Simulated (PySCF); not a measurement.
SiSb: one state, many levels of theory

State: ²Π (doublet), unpaired electrons π ↑. Set-up: PySCF, scalar-relativistic core potentials, basis sets Si def2-TZVPPD, Sb def2-TZVPPD with ECP28. De refers to Si + Sb in their high-spin ground configurations, without counterpoise correction. The functionals are run spin-unrestricted. A positive dipole means Si(−)Sb(+). Levels whose curve was spin-contaminated or gave no clean fit are not listed.

| Level | Re (Å) | ωe (cm⁻¹) | De (eV) | μ (D) | CPU s a point (SCF and correlation, without the integrals) |
| --- | --- | --- | --- | --- | --- |
| PBE | 2.405 | 404 | 3.15 | 0.19 | 2.3 |
| BLYP | 2.425 | 388 | 3.14 | 0.06 | 1.4 |
| TPSS | 2.395 | 410 | 3.00 | 0.21 | 3.4 |
| r²SCAN | 2.384 | 420 | 2.87 | 0.16 | 3.4 |
| PBE0 | 2.373 | 432 | 2.83 | 0.08 | 5 |
| r²SCAN0 | 2.364 | 424 | 2.63 | 0.03 | 4.9 |
| B97-3 | 2.382 | 426 | 2.95 | 0.12 | 2.9 |
| MN15 | 2.356 | 440 | 2.86 | -0.03 | 5.2 |
| ωB97M-V | 2.348 | 458 | 2.84 | -0.33 | 12 |

The bond length runs from 2.348 Å (ωB97M-V) to 2.425 Å (BLYP). De spans 2.63 eV (r²SCAN0, hybrid meta-GGA) to 3.15 eV (PBE, GGA).

These are scalar-relativistic numbers at best; spin–orbit coupling would shift them, the dissociation energy most. The state is the lowest determinant that a PBE0 search found; another state may lie lower at other levels.

The whole job (state search and all levels along the bond) took about 21 min on 2 threads of Arm Neoverse V2 (shared host), peak memory 4.9 GiB.
